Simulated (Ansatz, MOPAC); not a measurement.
Dissociation curve of NBe (cation, charge +1), lowest triplet found (which spin is the ground state isn't settled by this scan).

Methods: FCI = full CI/aug-cc-pVDZ, frozen core in Ansatz (an electronic-structure program); PM3, unrestricted, heats of formation (MOPAC); PM6, unrestricted, heats of formation (MOPAC).

Minimum and curvature come from a quartic fit to the scan points round the minimum, the wavenumber from the most abundant isotopes. The energy at the longest distance isn't given for restricted levels, nor where a curve turns over.

```csv
method,R at the minimum / Å,force constant / mdyn Å⁻¹,E(5.71 Å) − E(min) / mEh,harmonic wavenumber / cm⁻¹
FCI,1.650,2.03,60.4,792
PM3,1.619,2.00,—,787
PM6,1.538,4.51,99.0,1180
```

A dash means that the run gave no value there, or that the column was ended at a point which the program doubted or which failed a test of continuity chosen for this set; such a test can also cut sound points.

The scan ran from 1.21 to 5.71 Å; beyond the distances shown full CI changes its symmetry label. Also computed but left out beside FCI, since their determinant holds another spin at the minimum (<S²> over 0.7 above the pure value): UHF/3-21G.
